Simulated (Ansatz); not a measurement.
CH4AlFO2 (`C[O][Al]([OH])[F]`), relaxed with RKS PBE0-D4/def2-TZVP in Ansatz 0.2.0 from a PBE-D4/def2-SVP geometry. The force threshold is 0.005 eV/Å; the program also tests the step.

The species carries charge 0 and has multiplicity 1.

Start:

```xyz
9

C    -0.002    1.498   -0.646
O     0.061    0.117   -0.891
Al    0.044   -1.296    0.043
O    -0.114   -1.233    1.742
F     0.189   -2.752   -0.762
H    -0.903    1.940   -1.129
H     0.888    2.009   -1.080
H    -0.042    1.753    0.438
H    -0.121   -2.036    2.286
```

(1) By how much does the energy fall, and how many steps does the optimiser take? (Best estimate.)

(2) Which bonds change most? (Best estimate.)

(3) Give the relaxed structure. (Estimate.)

## Answers

(1) Computed: 0.06 eV, in 12 steps, 1 of them rejected.

(2) The calculation gave: Al3–F5 from 1.671 to 1.642 Å; O2–Al3 from 1.694 to 1.668 Å; Al3–O4 from 1.707 to 1.684 Å; C1–H6 from 1.114 to 1.094 Å.

(3) Computed: 
```xyz
9

C    -0.006    1.480   -0.630
O     0.063    0.108   -0.903
Al    0.044   -1.281    0.019
O    -0.082   -1.198    1.696
F     0.151   -2.730   -0.746
H    -0.873    1.917   -1.136
H     0.892    1.979   -1.006
H    -0.092    1.691    0.442
H    -0.097   -1.966    2.264
```
